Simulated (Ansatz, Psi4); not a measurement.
Intermolecular potential of H6Si2 ··· CH4O (SMILES [SiH3][SiH3] and CO). Monomers: optimised at B3LYP-D3(BJ) (def2-TZVP), held rigid. Orientation: lowest of the rigid-body minima from ten starts at GFN2-xTB. The monomers approach along the line of their centres of mass (distance R); nothing else relaxes.

SAPT0/jun-cc-pVDZ, frozen core (Psi4); PBE/def2-TZVP, counterpoise-corrected (Psi4); PBE0/def2-TZVP, counterpoise-corrected (Psi4); MP2/aug-cc-pVTZ = DF-MP2/aug-cc-pVTZ, frozen core, counterpoise-corrected (Psi4); wB97M-V/def2-TZVP, counterpoise-corrected (Psi4); CCSD(T)/aug-cc-pVDZ = CCSD(T) on RHF/aug-cc-pVDZ, frozen core, counterpoise-corrected (Ansatz, a quantum-chemistry and plane-wave program).

Cost and agreement with CCSD(T)/aug-cc-pVDZ over the 11 points of the scan, with CCSD(T)/aug-cc-pVDZ as yardstick. Costs are rough ratios of core time within Psi4 on shared cores, each with its mean field (Kohn-Sham runs search longer for lower solutions than correlated ones do); the miss is the largest difference from CCSD(T) of the interaction energy, in kJ/mol.

Problem. Which is the cheapest of these levels that stays within 4.5 kJ/mol of CCSD(T)/aug-cc-pVDZ?

Solution. SAPT0/jun-cc-pVDZ.

| level | relative cost | largest difference |
|---|---|---|
| SAPT0/jun-cc-pVDZ | 1 | 1.89 |
| PBE/def2-TZVP | 3 | 4.61 |
| PBE0/def2-TZVP | 3 | 4.43 |
| MP2/aug-cc-pVTZ | 6 | 6.62 |
| wB97M-V/def2-TZVP | 70 | 9.95 |

Costs within a factor of two of each other count as equal.
